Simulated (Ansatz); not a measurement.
Gas-phase electronic energies from Ansatz, PBE0-D4/def2-TZVP geometries. CBS: MP2 limit from def2 TZ/QZ plus the TZ coupled-cluster correction, frozen cores. This one scheme is used for every species. DFT in def2-TZVPP. Each species was taken in one conformer, which may not be the lowest.

Reaction (ligand exchange at the Si–C bond): `C=C=C(O)[SiH3]` + `O[SiH](O)[SiH3]` → `O[SiH]([SiH3])O[SiH3]` + `C=C=CO`

`C=C=C(O)[SiH3]`:

```xyz
11

C     0.150    1.821   -1.250
C    -0.057    0.923   -0.330
C    -0.246   -0.010    0.567
O    -0.827    0.192    1.795
Si    0.287   -1.774    0.228
H    -0.592    2.032   -2.016
H     1.072    2.394   -1.288
H    -1.066    1.122    1.879
H     1.283   -2.205    1.244
H    -0.888   -2.680    0.300
H     0.886   -1.816   -1.127
```

`O[SiH](O)[SiH3]`:

Cartesian coordinates in Å:
```
O -1.324 0.064 1.486
Si -0.085 0.595 0.538
O -0.563 1.715 -0.571
Si 0.854 -1.132 -0.739
H -2.025 -0.432 1.060
H 0.855 1.194 1.521
H -0.874 2.562 -0.245
H -0.196 -1.765 -1.585
H 1.420 -2.177 0.157
H 1.937 -0.624 -1.621
```

`O[SiH]([SiH3])O[SiH3]`:

Cartesian coordinates in Å:
```
O 2.388 0.294 -0.643
Si 0.991 -0.559 -0.507
Si -0.712 0.400 -1.815
O 0.492 -0.629 1.049
Si -0.645 -0.257 2.162
H 2.359 1.240 -0.498
H 1.355 -1.928 -0.938
H -0.893 1.833 -1.443
H -0.355 0.335 -3.258
H -2.009 -0.302 -1.612
H -1.739 0.528 1.526
H -0.026 0.551 3.241
H -1.206 -1.506 2.734
```

`C=C=CO`:

Cartesian coordinates in Å:
```
C 0.575 0.289 1.411
C 0.160 0.239 0.178
C -0.252 0.200 -1.059
O -0.893 -0.837 -1.668
H -0.058 0.663 2.212
H 1.574 -0.040 1.691
H -0.107 1.037 -1.733
H -0.998 -1.551 -1.032
```

| level | ΔE (kJ/mol) |
| --- | --- |
| PBE-D4 | -83.1 |
| ωB97M-V | -96.1 |
| B2PLYP | -98.2 |
| PBE | -81.9 |
| r2SCAN | -94.3 |
| MP2/def2-TZVPP | -95.7 |
| CCSD/def2-TZVPP | -100.8 |
| HF/CBS(def2) | -119.8 |

(1) What does CCSD(T)/CBS give? (An estimate is asked.)

Largest T1 diagnostic among the species: 0.013.

Results:

(1) Computed: -97.4 kJ/mol. The listed levels differ from it by 14.3, 1.3, -0.8, 15.5, 3.1, 1.7, -3.4, -22.4 kJ/mol.

From PBE to PBE0 (25 % exact exchange), in def2-TZVPP and without D4, ΔE moves by −6.8 kJ/mol. In def2-TZVPP, CCSD(T) changes the Hartree–Fock value by +20.1 kJ/mol (the triples alone add +3.5 kJ/mol) and MP2 by +21.6 kJ/mol.
